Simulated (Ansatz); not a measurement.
Ansatz (a quantum-chemistry and plane-wave program) input for p-cresol (C7H8O), SMILES Cc1ccc(O)cc1, B3LYP-D3(BJ)/def2-SVP. 

Ansatz 0.2 input:
```yaml
crystal:
  periodic: [false, false, false]
  atoms:
    - {symbol: C, position_ang: [-2.83566394, 0.11540727, 0.39361718]}
    - {symbol: C, position_ang: [-1.35151519, 0.04239935, 0.19216789]}
    - {symbol: C, position_ang: [-0.48291487, 0.69334932, 1.05679108]}
    - {symbol: C, position_ang: [0.88573728, 0.64583837, 0.86285694]}
    - {symbol: C, position_ang: [1.41268359, -0.06056018, -0.21023462]}
    - {symbol: O, position_ang: [2.75417012, -0.13797886, -0.44026749]}
    - {symbol: C, position_ang: [0.55212781, -0.71618819, -1.08383586]}
    - {symbol: C, position_ang: [-0.81178578, -0.66048496, -0.87879733]}
    - {symbol: H, position_ang: [-3.32127496, -0.78329965, 0.02059221]}
    - {symbol: H, position_ang: [-3.07894064, 0.23660243, 1.44669187]}
    - {symbol: H, position_ang: [-3.24556972, 0.96909158, -0.14759220]}
    - {symbol: H, position_ang: [-0.87856045, 1.24642957, 1.89661011]}
    - {symbol: H, position_ang: [1.54911647, 1.15770200, 1.54862593]}
    - {symbol: H, position_ang: [3.22868936, 0.35624732, 0.23879103]}
    - {symbol: H, position_ang: [0.97163990, -1.26315508, -1.91315804]}
    - {symbol: H, position_ang: [-1.47047453, -1.17435328, -1.56381268]}
basis:
  gaussian:
    orbitals: def2-SVP
hamiltonian:
  xc: b3lyp
  dispersion: d3bj
relax: {f_tol: 0.002, max_steps: 200}
```

Output:

```
WARN ansatz: RAYON_NUM_THREADS=2 ignored (pool sized by the plan → 2); use --threads N
Functional definition: B3LYP
integrals: 0.16 GiB planned
1755 factors; integrals over basis functions are off by at most 2.8e-4 eV
mean field: 1.03 GiB planned
mean field evaluation 1: about -9418.8737 eV, gradient 6.5e1 eV
mean field evaluation 2: about -9416.6892 eV, gradient 7.3e1 eV
mean field evaluation 4: about -9429.5967 eV, gradient 5.0e0 eV
mean field evaluation 8: about -9429.7101 eV, gradient 1.2e-1 eV
mean field evaluation 16: about -9429.7101 eV, gradient 2.1e-5 eV
mean field -9429.71013523 eV, -346.5354557825 hartree, gradient 2.1e-5 eV, S^2 0.000000; 0 other end points of the search recorded, 0 dependent functions left out
the calculation of the forces begins
reference -9429.71038706 eV, -346.5354650373 hartree; 29, 29 occupied and 123, 123 virtual orbitals, 1755 factors
relax step   1: F+E_penalty+E_count = -9430.42815534 eV  Δ(F+E_penalty+E_count) = +0.000e0 eV  max|allowed force component| = 6.601e-1 eV/Å  Δτ_max = 0.0000 Å  (28 SCF iters, accepted)
these checks for a lower state are left out or cut short: starts, cluster_reference, orbital_swaps, neighbouring_geometries, increment
integrals: 0.16 GiB planned
1755 factors; integrals over basis functions are off by at most 3.0e-4 eV
mean field: 1.03 GiB planned
[...]
these checks for a lower state are left out or cut short: starts, cluster_reference, orbital_swaps, neighbouring_geometries, increment
integrals: 0.16 GiB planned
1755 factors; integrals over basis functions are off by at most 3.3e-4 eV
mean field: 1.03 GiB planned
mean field evaluation 192: about -9429.7231 eV, gradient 7.1e-1 eV
mean field -9429.77153795 eV, -346.5377122909 hartree, gradient 2.1e-5 eV, S^2 0.000000; 0 other end points of the search recorded, 0 dependent functions left out
the calculation of the forces begins
reference -9429.77179150 eV, -346.5377216087 hartree; 29, 29 occupied and 123, 123 virtual orbitals, 1755 factors
relax step  29: F+E_penalty+E_count = -9430.48376512 eV  Δ(F+E_penalty+E_count) = -1.768e-5 eV  max|allowed force component| = 1.358e-2 eV/Å  Δτ_max = 0.0198 Å  (31 SCF iters, accepted)
these checks for a lower state are left out or cut short: starts, cluster_reference, orbital_swaps, neighbouring_geometries, increment
integrals: 0.16 GiB planned
1755 factors; integrals over basis functions are off by at most 3.3e-4 eV
mean field: 1.03 GiB planned
mean field -9429.77155762 eV, -346.5377130138 hartree, gradient 1.0e-5 eV, S^2 0.000000; 0 other end points of the search recorded, 0 dependent functions left out
the calculation of the forces begins
reference -9429.77181113 eV, -346.5377223303 hartree; 29, 29 occupied and 123, 123 virtual orbitals, 1755 factors
relax step  30: F+E_penalty+E_count = -9430.48377864 eV  Δ(F+E_penalty+E_count) = -1.352e-5 eV  max|allowed force component| = 1.098e-2 eV/Å  Δτ_max = 0.0099 Å  (23 SCF iters, accepted)
these checks for a lower state are left out or cut short: starts, cluster_reference, orbital_swaps, neighbouring_geometries, increment
integrals: 0.16 GiB planned
1755 factors; integrals over basis functions are off by at most 3.3e-4 eV
mean field: 1.03 GiB planned
mean field -9429.77157797 eV, -346.5377137617 hartree, gradient 2.1e-5 eV, S^2 0.000000; 0 other end points of the search recorded, 0 dependent functions left out
the calculation of the forces begins
reference -9429.77183144 eV, -346.5377230765 hartree; 29, 29 occupied and 123, 123 virtual orbitals, 1755 factors
relax step  31: F+E_penalty+E_count = -9430.48378723 eV  Δ(F+E_penalty+E_count) = -8.591e-6 eV  max|allowed force component| = 8.633e-3 eV/Å  Δτ_max = 0.0196 Å  (31 SCF iters, accepted)
these checks for a lower state are left out or cut short: starts, cluster_reference, orbital_swaps, neighbouring_geometries, increment
integrals: 0.16 GiB planned
1755 factors; integrals over basis functions are off by at most 3.3e-4 eV
mean field: 1.03 GiB planned
mean field -9429.77158758 eV, -346.5377141147 hartree, gradient 2.1e-5 eV, S^2 0.000000; 0 other end points of the search recorded, 0 dependent functions left out
the calculation of the forces begins
reference -9429.77184103 eV, -346.5377234288 hartree; 29, 29 occupied and 123, 123 virtual orbitals, 1755 factors
relax step  32: F+E_penalty+E_count = -9430.48377841 eV  Δ(F+E_penalty+E_count) = +8.825e-6 eV  max|allowed force component| = 1.263e-2 eV/Å  Δτ_max = 0.0267 Å  (32 SCF iters, rejected (line search))
these checks for a lower state are left out or cut short: starts, cluster_reference, orbital_swaps, neighbouring_geometries, increment
integrals: 0.16 GiB planned
1755 factors; integrals over basis functions are off by at most 3.3e-4 eV
mean field: 1.03 GiB planned
mean field evaluation 224: about -9429.7715 eV, gradient 1.9e-5 eV
mean field -9429.77152567 eV, -346.5377118398 hartree, gradient 1.9e-5 eV, S^2 0.000000; 0 other end points of the search recorded, 0 dependent functions left out
the calculation of the forces begins
reference -9429.77177911 eV, -346.5377211535 hartree; 29, 29 occupied and 123, 123 virtual orbitals, 1755 factors
relax step  33: F+E_penalty+E_count = -9430.48375018 eV  Δ(F+E_penalty+E_count) = +3.705e-5 eV  max|allowed force component| = 1.877e-2 eV/Å  Δτ_max = 0.0104 Å  (24 SCF iters, rejected (line search))
these checks for a lower state are left out or cut short: starts, cluster_reference, orbital_swaps, neighbouring_geometries, increment
integrals: 0.16 GiB planned
1755 factors; integrals over basis functions are off by at most 3.3e-4 eV
mean field: 1.03 GiB planned
mean field -9429.77158017 eV, -346.5377138426 hartree, gradient 9.6e-6 eV, S^2 0.000000; 0 other end points of the search recorded, 0 dependent functions left out
the calculation of the forces begins
reference -9429.77183362 eV, -346.5377231568 hartree; 29, 29 occupied and 123, 123 virtual orbitals, 1755 factors
relax step  34: F+E_penalty+E_count = -9430.48379859 eV  Δ(F+E_penalty+E_count) = -1.136e-5 eV  max|allowed force component| = 3.502e-3 eV/Å  Δτ_max = 0.0051 Å  (24 SCF iters, accepted)
these checks for a lower state are left out or cut short: starts, cluster_reference, orbital_swaps, neighbouring_geometries, increment
integrals: 0.16 GiB planned
1755 factors; integrals over basis functions are off by at most 3.3e-4 eV
mean field: 1.03 GiB planned
mean field -9429.77158347 eV, -346.5377139636 hartree, gradient 2.2e-5 eV, S^2 0.000000; 0 other end points of the search recorded, 0 dependent functions left out
the calculation of the forces begins
reference -9429.77183691 eV, -346.5377232776 hartree; 29, 29 occupied and 123, 123 virtual orbitals, 1755 factors
relax step  35: F+E_penalty+E_count = -9430.48380050 eV  Δ(F+E_penalty+E_count) = -1.908e-6 eV  max|allowed force component| = 4.262e-3 eV/Å  Δτ_max = 0.0060 Å  (23 SCF iters, accepted)
these checks for a lower state are left out or cut short: starts, cluster_reference, orbital_swaps, neighbouring_geometries, increment
integrals: 0.16 GiB planned
1755 factors; integrals over basis functions are off by at most 3.3e-4 eV
mean field: 1.03 GiB planned
mean field -9429.77158363 eV, -346.5377139697 hartree, gradient 6.3e-6 eV, S^2 0.000000; 0 other end points of the search recorded, 0 dependent functions left out
the calculation of the forces begins
reference -9429.77183707 eV, -346.5377232835 hartree; 29, 29 occupied and 123, 123 virtual orbitals, 1755 factors
relax step  36: F+E_penalty+E_count = -9430.48380149 eV  Δ(F+E_penalty+E_count) = -9.849e-7 eV  max|allowed force component| = 4.295e-3 eV/Å  Δτ_max = 0.0045 Å  (24 SCF iters, accepted)
these checks for a lower state are left out or cut short: starts, cluster_reference, orbital_swaps, neighbouring_geometries, increment
integrals: 0.16 GiB planned
1755 factors; integrals over basis functions are off by at most 3.3e-4 eV
mean field: 1.03 GiB planned
mean field -9429.77158003 eV, -346.5377138372 hartree, gradient 9.4e-6 eV, S^2 0.000000; 0 other end points of the search recorded, 0 dependent functions left out
the calculation of the forces begins
reference -9429.77183346 eV, -346.5377231508 hartree; 29, 29 occupied and 123, 123 virtual orbitals, 1755 factors
relax step  37: F+E_penalty+E_count = -9430.48380311 eV  Δ(F+E_penalty+E_count) = -1.618e-6 eV  max|allowed force component| = 3.099e-3 eV/Å  Δτ_max = 0.0082 Å  (24 SCF iters, accepted)
these checks for a lower state are left out or cut short: starts, cluster_reference, orbital_swaps, neighbouring_geometries, increment
integrals: 0.16 GiB planned
1755 factors; integrals over basis functions are off by at most 3.3e-4 eV
mean field: 1.03 GiB planned
mean field -9429.77157526 eV, -346.5377136622 hartree, gradient 6.5e-5 eV, S^2 0.000000; 0 other end points of the search recorded, 0 dependent functions left out
the calculation of the forces begins
reference -9429.77182870 eV, -346.5377229758 hartree; 29, 29 occupied and 123, 123 virtual orbitals, 1755 factors
relax step  38: F+E_penalty+E_count = -9430.48380397 eV  Δ(F+E_penalty+E_count) = -8.642e-7 eV  max|allowed force component| = 2.898e-3 eV/Å  Δτ_max = 0.0036 Å  (21 SCF iters, accepted)
these checks for a lower state are left out or cut short: starts, cluster_reference, orbital_swaps, neighbouring_geometries, increment
integrals: 0.16 GiB planned
1755 factors; integrals over basis functions are off by at most 3.3e-4 eV
mean field: 1.03 GiB planned
mean field evaluation 256: about -9429.7716 eV, gradient 3.2e-5 eV
mean field -9429.77156963 eV, -346.5377134550 hartree, gradient 3.2e-5 eV, S^2 0.000000; 0 other end points of the search recorded, 0 dependent functions left out
the calculation of the forces begins
reference -9429.77182306 eV, -346.5377227685 hartree; 29, 29 occupied and 123, 123 virtual orbitals, 1755 factors
relax step  39: F+E_penalty+E_count = -9430.48380404 eV  Δ(F+E_penalty+E_count) = -7.162e-8 eV  max|allowed force component| = 1.716e-3 eV/Å  Δτ_max = 0.0021 Å  (21 SCF iters, accepted)
integrals: 0.16 GiB planned
1755 factors; integrals over basis functions are off by at most 3.3e-4 eV
mean field: 1.03 GiB planned
mean field -9429.77156963 eV, -346.5377134550 hartree, gradient 3.2e-5 eV, S^2 0.000000; 1 other end points of the search recorded, 0 dependent functions left out
the calculation of the forces begins
reference -9429.77182306 eV, -346.5377227685 hartree; 29, 29 occupied and 123, 123 virtual orbitals, 1755 factors
Total energy: -9430.48405747 eV, -346.5638969005 hartree
Atom 0 at    -2.856819     0.112955     0.395122 Å, force    -0.001437     0.000117     0.000589 eV/Å
Atom 1 at    -1.363213     0.058856     0.192093 Å, force     0.001676     0.000890    -0.001053 eV/Å
Atom 2 at    -0.475789     0.651736     1.097714 Å, force    -0.000540    -0.001712     0.001716 eV/Å
Atom 3 at     0.908185     0.599219     0.905768 Å, force     0.000490     0.000103    -0.000781 eV/Å
Atom 4 at     1.437161    -0.056216    -0.211292 Å, force    -0.000775     0.001001    -0.001250 eV/Å
Atom 5 at     2.772536    -0.141363    -0.453570 Å, force     0.000979    -0.000037     0.000782 eV/Å
Atom 6 at     0.563821    -0.656197    -1.130262 Å, force     0.001672    -0.001426     0.001282 eV/Å
Atom 7 at    -0.811313    -0.594684    -0.923699 Å, force    -0.001184     0.000891    -0.000501 eV/Å
Atom 8 at    -3.290508    -0.898236     0.472686 Å, force    -0.000013    -0.000141     0.000025 eV/Å
Atom 9 at    -3.118211     0.659562     1.313230 Å, force    -0.000058     0.000056     0.000244 eV/Å
Atom 10 at    -3.360871     0.614640    -0.448006 Å, force     0.000025     0.000035    -0.000143 eV/Å
Atom 11 at    -0.869564     1.168580     1.977196 Å, force     0.000161     0.000530    -0.000460 eV/Å
Atom 12 at     1.580322     1.071157     1.629547 Å, force    -0.000360     0.000041     0.000160 eV/Å
Atom 13 at     3.253572     0.310452     0.251724 Å, force    -0.000444    -0.000237    -0.000247 eV/Å
Atom 14 at     0.986093    -1.165371    -1.998688 Å, force    -0.000626     0.000394    -0.000473 eV/Å
Atom 15 at    -1.477938    -1.068043    -1.650517 Å, force     0.000434    -0.000504     0.000109 eV/Å
Dipole moment:     0.012406     0.136895     0.223935 e Å
```

Self-consistency was reached.
